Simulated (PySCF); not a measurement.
# TmCl3(NH3) at several levels of theory

Computed with PySCF 2.14.0 (density fitting, no spin-orbit coupling) at the geometry relaxed with PBE0:

```xyz
8
TmCl3(NH3) (singlet in the valence; each metal's 4f electrons, 12 of them, lie in its core potential, out of spins and levels)
Tm    0.0214   -0.0214    0.0214
Cl    1.1571    1.8378    1.1571
Cl   -1.8378   -1.1571    1.1571
Cl    1.1571   -1.1571   -1.8378
N    -1.3700    1.3700   -1.3700
H    -1.9792    1.9792   -0.8191
H    -0.8191    1.9792   -1.9792
H    -1.9792    0.8191   -1.9792
```

| level | basis | state | HOMO (eV) | gap (eV) | charge on Tm1 (e) | population of f-type functions on Tm1 (polarisation alone where 4f lies in the core) | dipole about the centre of mass (D) | largest force component (eV/Å) |
| --- | --- | --- | --- | --- | --- | --- | --- | --- |
| PBE0 | Tm lcecp-1-SVP with ECP58, Cl def2-SVP, N def2-SVP, H def2-SVP | singlet | -8.42 | 7.41 | 0.79 | 0.04 | 5.58 | 0.01 |
| wB97X | the same | singlet | -10.79 | 11.53 | 0.78 | 0.04 | 5.60 | 0.05 |
| PBE0 | Tm lcecp-1-TZVP with ECP58, Cl def2-TZVP, N def2-TZVP, H def2-TZVP | singlet | -8.56 | 7.39 | 1.33 | 0.05 | 5.47 | 0.21 |

In the lcecp rows the 4f levels are missing from HOMO and gap, and the state counts the valence alone.

Charges are Mulliken's, which hang on the basis. The relaxation used the grid (50, 194), these runs (75, 302) or, all-electron (x2c bases, spin-free X2C Hamiltonian), (99, 590).

What does TPSS with Tm lcecp-1-SVP with ECP58, Cl def2-SVP, N def2-SVP, H def2-SVP give here?

state singlet, HOMO (eV) -7.17, gap (eV) 5.69, charge on Tm1 (e) 0.75, population of f-type functions on Tm1 (polarisation alone where 4f lies in the core) 0.04, dipole about the centre of mass (D) 5.52, largest force component (eV/Å) 0.17. Time: 10 s on 2 threads of Arm Neoverse V1, with other jobs on the host, from an already converged density.

In the first row's basis the gap widens with exact exchange: 5.7 eV for TPSS (none); 7.4 eV for PBE0 (a fixed share); 11.5 eV for wB97X (rising or full at long range).

An lcecp potential fixes the number of 4f electrons, so in runs with it no electron can move into or out of that shell.
